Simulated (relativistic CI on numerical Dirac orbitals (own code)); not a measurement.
**Ligand-field terms of d5**

Computed with a parametric ligand-field model of a d^n configuration (Racah B and C, spin-orbit zeta, crystal field), exact diagonalisation.

Field parameters in Wybourne normalisation: Oh B⁴₀ = 21Dq, B⁴₄ = √(5/14) B⁴₀. The field is a parameter set, without covalency.

(1) Ground term and bands for B = 940, C = 3890, ζ = 0 cm⁻¹, Oh, 10Dq = 4500 cm⁻¹?

(2) Ground term and bands for B = 730, C = 2560, ζ = 0 cm⁻¹, Oh, 10Dq = 33050 cm⁻¹?

(3) A d5 ion in Oh symmetry has the ground term 2T2 and bands at 4T1 20705 cm⁻¹ (483 nm), 4T2 26536 cm⁻¹ (377 nm), 6A1 30314 cm⁻¹ (330 nm), 2A2 31708 cm⁻¹ (315 nm), 2T1 31984 cm⁻¹ (313 nm), 2T2 34101 cm⁻¹ (293 nm), 2E 35816 cm⁻¹ (279 nm). Which parameters reproduce them?

(4) Ground term and bands for B = 590, C = 2470, ζ = 0 cm⁻¹, Oh, 10Dq = 23800 cm⁻¹?

(5) Ground term and bands for B = 550, C = 2070, ζ = 0 cm⁻¹, Oh, 10Dq = 19000 cm⁻¹?

Results:

(1) Ground term 6A1 with 2.00 electrons in the two orbitals of the cubic e set. Spin-allowed: none. Lowest spin-forbidden: 4T1 26458 cm⁻¹ (378 nm), 4T2 28365 cm⁻¹ (353 nm), 4A1+E 28850 cm⁻¹ (347 nm). A high-spin d5 ion has no spin-allowed d-d band, hence its pale colour.

(2) Ground term 2T2 with 0.03 electrons in the two orbitals of the cubic e set. Spin-allowed: 2A2 29488 cm⁻¹ (339 nm), 2T1 29764 cm⁻¹ (336 nm), 2T2 31749 cm⁻¹ (315 nm), 2E 33209 cm⁻¹ (301 nm). Lowest spin-forbidden: 4T1 20315 cm⁻¹ (492 nm), 4T2 25876 cm⁻¹ (386 nm), 6A1 31013 cm⁻¹ (322 nm).

(3) B = 770, C = 3140, ζ = 0 cm⁻¹, Oh, 10Dq = 35800 cm⁻¹.

(4) Ground term 2T2 with 0.04 electrons in the two orbitals of the cubic e set. Spin-allowed: 2A2 20720 cm⁻¹ (483 nm), 2T1 20929 cm⁻¹ (478 nm), 2T2 22490 cm⁻¹ (445 nm), 2E 23838 cm⁻¹ (419 nm). Lowest spin-forbidden: 4T1 12096 cm⁻¹ (827 nm), 6A1 15481 cm⁻¹ (646 nm), 4T2 16504 cm⁻¹ (606 nm).

(5) Ground term 2T2 with 0.05 electrons in the two orbitals of the cubic e set. Spin-allowed: 2A2 16386 cm⁻¹ (610 nm), 2T1 16589 cm⁻¹ (603 nm), 2T2 17972 cm⁻¹ (556 nm), 2E 19151 cm⁻¹ (522 nm). Lowest spin-forbidden: 4T1 9050 cm⁻¹ (1105 nm), 6A1 10428 cm⁻¹ (959 nm), 4T2 13124 cm⁻¹ (762 nm).
